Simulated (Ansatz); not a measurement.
Reaction (formal exchange of groups at the Hf–O bond): `FC(F)(F)C[O][Hf]([Cl])([Cl])[Cl]` + CH₃NH₂ → `[NH2][Hf]([Cl])([Cl])[Cl]` + `COCC(F)(F)F`

Computed with Ansatz on PBE0-D4/def2-TZVP structures; ΔE is electronic, products minus reactants. CCSD(T)/CBS is the MP2 limit (def2-TZVPP, def2-QZVPP) plus CCSD(T) − MP2 in def2-TZVPP, frozen cores. Functionals use def2-TZVPP. Elements past krypton have def2 core potentials. For Hf outer-core shells are correlated without core-valence functions, which leaves a few kJ/mol of doubt a bond. One conformer a species, not always the lowest.

`FC(F)(F)C[O][Hf]([Cl])([Cl])[Cl]`:

```xyz
12

F     1.808    1.277    0.198
C     1.797    0.061   -0.351
F     3.033   -0.441   -0.274
F     1.487    0.204   -1.642
C     0.826   -0.864    0.357
O    -0.458   -0.363    0.290
Hf   -2.134    0.487    0.091
Cl   -3.563   -0.971   -1.042
Cl   -1.859    2.459   -1.120
Cl   -2.975    0.951    2.219
H     0.887   -1.844   -0.124
H     1.153   -0.957    1.397
```

CH₃NH₂:

Cartesian coordinates in Å:
```
C -0.450 0.229 -0.260
N 0.810 -0.049 0.408
H -1.095 -0.645 -0.433
H -0.251 0.693 -1.229
H -1.020 0.953 0.328
H 1.359 -0.710 -0.127
H 0.648 -0.470 1.314
```

`[NH2][Hf]([Cl])([Cl])[Cl]`:

```xyz
7

N     0.011    1.206    0.422
Hf   -0.018   -0.682   -0.221
Cl    0.686   -2.011    1.566
Cl   -2.191   -1.138   -0.953
Cl    1.456   -0.896   -2.030
H    -0.489    1.979    0.004
H     0.544    1.543    1.212
```

`COCC(F)(F)F`:

```xyz
12

C    -0.286   -1.557    0.687
O    -0.923   -0.300    0.607
C    -0.075    0.781    0.411
C     0.260    1.033   -1.049
F     0.999    2.147   -1.155
F     0.966    0.032   -1.595
F    -0.835    1.197   -1.792
H     0.122   -1.878   -0.276
H    -1.044   -2.270    1.009
H     0.524   -1.539    1.429
H    -0.584    1.678    0.772
H     0.875    0.676    0.952
```

```json
{"level": "CAM-B3LYP-D4", "ΔE (kJ/mol)": "79.0"}
{"level": "r2SCANh", "ΔE (kJ/mol)": "75.4"}
{"level": "RPA@PBE/def2-TZVPP", "ΔE (kJ/mol)": "78.4"}
{"level": "SCS-MP2/def2-QZVPP", "ΔE (kJ/mol)": "80.8"}
```

(1) What does CCSD(T)/CBS give? (An estimate is asked.)

Largest T1 diagnostic among the species: 0.014.

## Answers

(1) Ansatz gave: +78.2 kJ/mol. The listed levels differ from it by 0.8, -2.8, 0.2, 2.6 kJ/mol.

Leaving LDA and LC-ωPBE aside and taking each functional with its dispersion term where it has one, the values, not all of them listed here, spread over 5.0 kJ/mol, from PBE-D4 to BHLYP-D4. At CCSD(T), def2-SVP lies +13.2 kJ/mol from the extrapolated value and def2-TZVPP +1.9 kJ/mol.

CCSD(T)/CBS has its own doubt, a few kJ/mol and more with outer-core shells, so smaller differences from it don't rank the levels.
